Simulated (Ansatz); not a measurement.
Gas-phase electronic energies from Ansatz, PBE0-D4/def2-TZVP geometries. CCSD(T)/CBS adds triple-zeta CCSD(T) − MP2 to the extrapolated MP2 energy (def2 sets, frozen cores). DFT in def2-TZVPP. Each species was taken in one conformer, which may not be the lowest.

Consider the ligand exchange at the Si–C bond: `[SiH3]C=C([SiH3])[SiH3]` + `C=C=C(N)F` → `C=C=C(F)N[SiH3]` + `C=C([SiH3])[SiH3]`.

CCSD(T)/CBS gives -62.9 kJ/mol.

Q: Another level gave -65.0 kJ/mol. Which?
A. CCSD/def2-TZVPP
B. PBE-D4/def2-TZVPP
C. HF/def2-TZVPP
D. r2SCAN-D4/def2-TZVPP

A: A. CCSD/def2-TZVPP -65.0, r2SCAN-D4 -58.8, HF/def2-TZVPP -75.3, PBE-D4 -50.6 kJ/mol.

Largest T1 diagnostic among the species: 0.013.

From PBE to PBE0 (25 % exact exchange), in def2-TZVPP and without D4, ΔE moves by −4.4 kJ/mol. In def2-TZVPP, CCSD(T) changes the Hartree–Fock value by +12.4 kJ/mol (the triples alone add +2.1 kJ/mol) and MP2 by +9.1 kJ/mol.
